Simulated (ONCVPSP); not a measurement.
**Plane-wave convergence, ONCV potential for Ca (Z = 20)**

ONCVPSP 4.0.1 input, shortened (lines: element, Z, core and valence counts, functional; n l f; lmax; l rc ep ncon nbas qcut; lloc lpopt rc5 dvloc0; l nproj debl; icmod fcfact rcfact), PBE, non-relativistic:

```
  Ca 20.00    4    2        4      upf
    1    0    2.00
    2    0    2.00
    2    1    6.00
    3    0    2.00
    3    1    6.00
    4    0    2.00
    2
    0    3.25    0.00    3    7    2.00
    1    1.65    0.00    3    6    8.90
    2    3.05    0.02    4    7    3.50
    4    4    1.20    2.00
    0    2    3.60
    1    2    0.50
    2    2    2.80
    3    2.25    1.20
```

In the p channel the program set the typed energies aside and used -1.031, 0.250 Ha. In the d channel the program set the typed energies aside and used -0.076, 2.724 Ha.

Task: For each optimised wave give the share of its norm inside rc, the residual kinetic energy above qcut (Ha) and the cutoffs (Ha) for errors of 10, 1, 0.1 and 0.01 mHa per electron.

Result:

| wave | norm inside rc | residual KE | 10 mHa | 1 mHa | 0.1 mHa | 0.01 mHa |
| --- | --- | --- | --- | --- | --- | --- |
| 4s | 0.328 | 2.5e-04 | 0.8 | 1.6 | 3.5 | 12.5 |
| s projector 2 | 0.161 | 6.1e-01 | 21.2 | 43.2 | 95.0 | not reached |
| 3p | 0.798 | 8.9e-08 | 10.6 | 13.8 | 17.1 | 28.5 |
| p projector 2 | 0.088 | 1.6e-08 | 9.0 | 12.7 | 15.9 | 25.3 |
| d projector 1 | 0.758 | 6.8e-03 | 5.8 | 15.6 | 19.6 | 27.1 |
| d projector 2 | 0.185 | 3.7e-01 | 21.9 | 26.3 | 34.3 | 52.1 |

The occupied waves need 14 Ha and 17 Ha for 1 and 0.1 mHa. The cutoffs count occupied waves only; projector 2 of the s channel, the hardest unoccupied one, needs 43 Ha at the loose tolerance. 2 of 4 tests not solved or not reliable.
